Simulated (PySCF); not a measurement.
**BAs⁺: frontier orbitals**

M06-2X at R = 1.975 Å; basis B def2-TZVPPD, As def2-TZVPPD; no relativity; PySCF 2.14. State: ⁴Σ⁻ (quartet), unpaired electrons σ ↑, π ↑↑. Only the outer orbitals are listed, counted within each symmetry.

| spin | orbital | occ. | ε (eV) | on B (%) | main shells (%) |
| --- | --- | --- | --- | --- | --- |
| α | 8σ | 1 | -26.84 | 9 | 85 As s, 9 B s |
| α | 9σ | 1 | -19.90 | 58 | 59 B s, 21 As s, 20 As p |
| α | 4π | 1 | -15.70 | 22 | 76 As p, 21 B p |
| α | 4π | 1 | -15.70 | 22 | 76 As p, 21 B p |
| α | 10σ | 1 | -15.61 | 65 | 48 B p, 33 As p, 17 B s |
| α | 5π | 0 | -8.16 | 70 | 70 B p, 25 As p |
| α | 5π | 0 | -8.16 | 70 | 70 B p, 25 As p |
| α | 11σ | 0 | -3.92 | 67 | 59 B s, 25 As d, 16 As p |
| β | 8σ | 1 | -24.13 | 21 | 73 As s, 15 B s |
| β | 9σ | 1 | -17.69 | 40 | 39 B s, 30 As p, 29 As s |
| β | 4π | 0 | -10.09 | 30 | 67 As p, 29 B p |
| β | 4π | 0 | -10.09 | 30 | 67 As p, 29 B p |
| β | 10σ | 0 | -9.39 | 81 | 50 B s, 31 B p, 22 As p |

**Question.** Which are the highest filled and the lowest empty level, where do they sit, and how wide is the gap?

**Answer.** Highest filled α 10σ at -15.61 eV (in %: 48 B p, 33 As p, 17 B s); lowest empty β 4π at -10.09 eV (in %: 67 As p, 29 B p); the gap at M06-2X is 5.52 eV.

The bond order (Mayer) is 1.42 and the ⟨S²⟩ is 3.756. The charge on B (Mulliken, basis-dependent) is 0.62, the charge on B (Löwdin, basis-dependent) is -0.03 and the dipole moment (positive dipole points towards As; it is taken about the centre of mass and depends on that origin) is -2.61 D.

Spin–orbit coupling is left out. The state is the lowest determinant that a PBE0 search found; another state may lie lower at other levels.
